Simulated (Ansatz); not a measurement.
H3NSi (SMILES N[SiH]) moved off its minimum; all values from Ansatz (a quantum-chemistry and plane-wave program), cores frozen in correlated methods.
(charge 0, multiplicity 1)
```xyz
5

Si    -0.1841     0.3255     0.5103
H     -0.6445     1.4637    -0.5699
N      0.4317    -0.7306    -0.7071
H      0.4384    -0.5088    -1.7445
H      0.7132    -1.5299    -0.3807
```

Give the forces (eV/Å), the total energy and the dipole at CCSD(T)/aug-cc-pV(T+d)Z.


| atom | Fx | Fy | Fz |
|---|---|---|---|
| Si1 | -0.398 | 0.954 | -1.199 |
| H2 | 0.364 | -0.766 | 0.905 |
| N3 | -2.411 | 6.612 | -3.116 |
| H4 | 0.151 | -0.927 | 2.065 |
| H5 | 2.295 | -5.873 | 1.346 |
Energy -345.5025 hartree, dipole 1.77 D.
